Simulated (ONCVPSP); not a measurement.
# An all-electron radial function and its pseudo partner (Ti)

Columns: radius, all-electron u(r) and pseudo u(r) of the 3d shell (level -5.50 eV) of titanium in the configuration [Ne] 3s2 3p6 3d2 4s1 4p1; PBEsol, scalar-relativistic, ONCV scheme, ONCVPSP 4.0.1.

```
r (bohr)  all-electron  pseudo
   0.155        0.0852  0.0060
   0.310        0.3046  0.0453
   0.465        0.5148  0.1382
   0.620        0.6627  0.2846
   0.775        0.7453  0.4643
   0.930        0.7760  0.6439
   1.085        0.7714  0.7885
   1.240        0.7450  0.8730
   1.395        0.7064  0.8894
   1.550        0.6616  0.8468
   1.705        0.6146  0.7660
   1.860        0.5679  0.6701
   2.015        0.5229  0.5785
   2.170        0.4804  0.5031
   2.325        0.4409  0.4466
   2.480        0.4044  0.4049
   2.635        0.3708  0.3708
   2.790        0.3399  0.3399
   2.945        0.3114  0.3114
   3.100        0.2852  0.2852
   3.255        0.2611  0.2611
   3.410        0.2389  0.2389
   3.565        0.2185  0.2185
   3.720        0.1997  0.1997
   3.875        0.1825  0.1825
   4.030        0.1666  0.1666
```

**Question.** How many radial nodes do the two functions have?

**Answer.** The all-electron 3d function has n − l − 1 = 0; the pseudo-wave has 0.

**Question.** At about which radius was the pseudo-wave matched?

**Answer.** 2.65 bohr, where the columns begin to agree (steps of 0.15 bohr).

**Question.** Is the pseudo-wave norm-conserving?

**Answer.** Yes: the ONCV scheme keeps the norm inside the radius equal to the all-electron one, which fixes the energy derivative of the logarithmic derivative at the level.
